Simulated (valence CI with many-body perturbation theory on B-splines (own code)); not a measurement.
P⁹⁺: what the settings do

Computed by valence CI with perturbative core correlation (CI+MBPT): four valence electrons over a frozen Dirac-Fock core [He], a basis of 6 s, 6 p, 5 d, 3 f, 1 g functions for each j, with the one-electron correlation potential Σ1, the two-electron term Σ2, the three-electron term Σ3, Breit, model QED; selected CI, second order for the rest, scaled by the run's own slope (own B-spline code, finite nucleus).

No measured levels were compared; by estimate levels of excited configurations hold to 0.05 to 0.15 % of their energy, terms of the ground configuration to about 0.5 %.

The reference run has the lowest level 2s2.2p2 3P_0 and an ionisation energy of 424.536 eV. Its largest variational space holds 11014 state functions.

```tsv
Level	Reference (cm⁻¹)	Shift (cm⁻¹)
2s2.2p2 3P_1	3674	-9.4
2s2.2p2 3P_2	9023	+3.2
2s2.2p2 1D_2	60024	+2386
2s2.2p2 1S_0	120501	+1484
2s.2p3 5S°_2	167211	-5437
2s.2p3 3D°_2	323332	+1802
2s.2p3 3D°_3	323387	+1786
2s.2p3 3D°_1	323538	+1810
2s.2p3 3P°_1	380266	+2386
2s.2p3 3P°_0	380286	+2390
2s.2p3 3P°_2	380496	+2376
2s.2p3 1D°_2	485395	+7335
```

The ionisation energy moves by -0.384 eV.

Problem. Which of these changes was made?
A. natural orbitals for correlation on → off
B. highest l with Σ1, explicit Σ2 and valence Breit (higher l get mean screening factors) 3 → 0
C. orbitals per symmetry with explicit Σ2 and valence Breit (the others get mean screening factors) 5 → 7

Solution. A. natural orbitals for correlation on → off.
